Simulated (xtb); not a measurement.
Harmonic IR lines of one isomer of C4H5BS2, unscaled. Calculation: GFN2-xTB (xtb).

```csv
wavenumber (cm⁻¹),relative intensity
222,4.5
297,10.0
580,3.0
749,11
813,78
969,3.5
1005,9.8
1231,25
1329,17
1409,100
1527,7.1
2418,12
2601,57
2672,68
3130,4.8
3163,3.8
```

Task: Name which structure gives these lines.
A) `Bc1sccc1S`
B) `Bc1ccsc1S`
C) `Bc1cscc1S`
D) `Bc1ccc(S)s1`

Result: B, `Bc1ccsc1S`
